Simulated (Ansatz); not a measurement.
A run for Ansatz (an electronic-structure program): U-CAM-B3LYP/def2-TZVPP on H (SMILES [H]).

Ansatz 0.2 input:
```yaml
crystal:
  periodic: [false, false, false]
  atoms:
    - {symbol: H, position_ang: [0.00000000, 0.00000000, 0.00000000]}
basis:
  gaussian:
    orbitals: def2-TZVPP
hamiltonian:
  xc: {name: CAM-B3LYP}
magnetization: {spin_polarized: true, initial_magnetization: 1}
```

Output:

```
WARN ansatz: RAYON_NUM_THREADS=1 ignored (pool sized by the plan → 1); use --threads N
Functional definition: CAM-B3LYP
integrals: 0.00 GiB planned
59 factors; their error is unknown
integrals: 0.03 GiB planned
21 factors; integrals over basis functions are off by at most 8.0e-5 eV
mean field: 0.04 GiB planned
mean field evaluation 1: about -13.5650 eV, gradient 7.4e-1 eV
mean field evaluation 2: about -13.5731 eV, gradient 1.3e-1 eV
mean field evaluation 4: about -13.5734 eV, gradient 6.8e-3 eV
mean field evaluation 8: about -13.5733 eV, gradient 1.6e-5 eV
mean field -13.57328253 eV, -0.4988089326 hartree, gradient 1.6e-5 eV, S^2 0.750000; 0 other end points of the search recorded, 0 dependent functions left out
reference -13.57333621 eV, -0.4988109053 hartree; 1, 0 occupied and 13, 14 virtual orbitals, 59 factors
Total energy: -13.57333621 eV, -0.4988109053 hartree
```

Self-consistency was reached.

Cost: roughly 0.20 core-seconds.
